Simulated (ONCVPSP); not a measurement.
## Logarithmic derivatives: Nd, ONCV

neodymium (Nd), optimised norm-conserving Vanderbilt (ONCV), made with ONCVPSP 4.0.1 (PBE, scalar-relativistic). Core [Kr] 4d10, reference 4f4 5s2 5p6 6s1.5 6p0.5. Waves: 5s+6s: rc 2.45 bohr, ncon 4, nbas 7, qcut 5.9 1/bohr, 2 projectors; 5p+6p: rc 3.30 bohr, ncon 4, nbas 7, qcut 5.3 1/bohr, 2 projectors; d scattering state at 0.07 Ha: rc 3.25 bohr, ncon 4, nbas 7, qcut 3.2 1/bohr, 3 projectors, debl 3.5 Ha; 4f: rc 1.80 bohr, ncon 4, nbas 8, qcut 9.2 1/bohr, 2 projectors, debl 2.1 Ha. Local part: polynomial inside 1.80 bohr (lpopt 5, dvloc0 0 Ha). Core correction: Teter function, fcfact 5.25, rcfact 1.05.

In the d channel the program set the typed energies aside and used -0.088, 3.412, 6.912 Ha.

The phase is arctan(r·R′/R) of the radial function R(r), unwrapped; energies in Ha, scanned from -3 to 5 Ha. A pole is an energy at which the radial function vanishes at the test radius. The pseudo phase is shifted by a multiple of π to meet the all-electron one at the reference energy, and phase errors are pseudo minus all-electron; the curves can meet again beyond the range given. Levels narrower than the energy grid can be missing from the lists of poles.

```tsv
channel	radius (bohr)	reference energy (Ha)	poles, all-electron	poles, pseudo	unbroken range about the reference energy with phases within 0.05 rad	phase error 1 Ha above the reference energy (rad)
s	2.48	-0.14	-1.34, 2.86	-1.34, 2.78, 4.43	below 3.6	-0.001
p	3.35	-0.06	-0.79, 1.33, 4.49	-0.79, 1.31, 3.69	below 2.1	-0.001
d	3.31	-0.09	0.19, 2.32	0.21, 2.40	below 0.5	+0.590
f	1.83	-0.09	0.17	0.17	the whole range	+0.002
```

Note: no bound ghost flagged; GHOST(+) flagged for s at 110.6 eV, d at 379.8 eV.

Phases in the p channel:

```tsv
E (Ha)	all-electron	pseudo
-2.98	1.423	1.423
-2.54	1.407	1.407
-2.10	1.383	1.383
-1.66	1.345	1.345
-1.22	1.255	1.255
-0.78	-1.597	-1.597
-0.34	-1.986	-1.986
0.10	-3.054	-3.054
0.54	-4.398	-4.399
0.98	-4.628	-4.630
1.42	-4.732	-4.735
1.86	-4.829	-4.844
2.30	-5.051	-5.208
2.74	-6.979	-7.486
3.18	-7.648	-7.753
3.62	-7.762	-7.842
4.06	-7.816	-7.929
4.50	-7.855	-8.308
4.94	-7.891	-10.773
```
